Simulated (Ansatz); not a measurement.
Ideal-gas functions of ClGeH$_{5}$Sn, SMILES `[Cl][SnH2][GeH3]` at 298.15 K and 1 bar, from an Ansatz frequency run at PBE0-D4/def2-TZVP.

Molar mass 231.81 g/mol, point group Cs (symmetry number 1), electronic degeneracy 1, moments of inertia 124.614, 449.805, 560.138 u Å². Harmonic wavenumbers (cm⁻¹, unscaled): 63, 72, 224, 300, 362, 439, 465, 536, 611, 698, 786, 877, 879, 1942, 1950, 2150, 2167, 2174.

Use S(trans) = R[1.5 ln M + 2.5 ln T − 1.1517]; rotational temperatures θ = 24.2544 K / I; S(rot) = R[ln(√π/σ · √(T³/θAθBθC)) + 1.5]; for each mode x = 1.438777 ν̃/T, S = R[x/(eˣ − 1) − ln(1 − e⁻ˣ)] and H = RT x/(eˣ − 1); 1 cm⁻¹ = 0.0119627 kJ/mol; R = 8.31446 J/(mol·K).

Problem. By hand: the entropy, in J/(mol·K).

Solution. Translation 176.8. Rotation: θ = 0.1946, 0.0539, 0.0433 K, giving 120.3. Vibration, mode by mode: 18.25, 17.15, 8.06, 5.93, 4.66, 3.47, 3.15, 2.40, 1.80, 1.29, 0.92, 0.64, 0.64, 0.01, 0.01, 0.00, 0.00, 0.00, in all 68.4. Electronic 0.0. Sum 365.5 J/(mol·K).

Problem. By hand: H − E and G − E in kJ/mol, counted from the electronic energy.

Solution. Zero-point energy ½ × 16695 × 0.0119627 = 99.9; thermal vibration 10.7; translation, rotation and pV give 4 RT = 9.9. H − E = 120.5 kJ/mol, and G − E = 120.5 − 298.15 × 365.5/1000 = 11.5 kJ/mol.

Vibration gives 19 % of the entropy, 35.4 J/(mol·K) of it from the modes under 150 cm⁻¹: soft modes count most, and the harmonic formula is weakest for them.
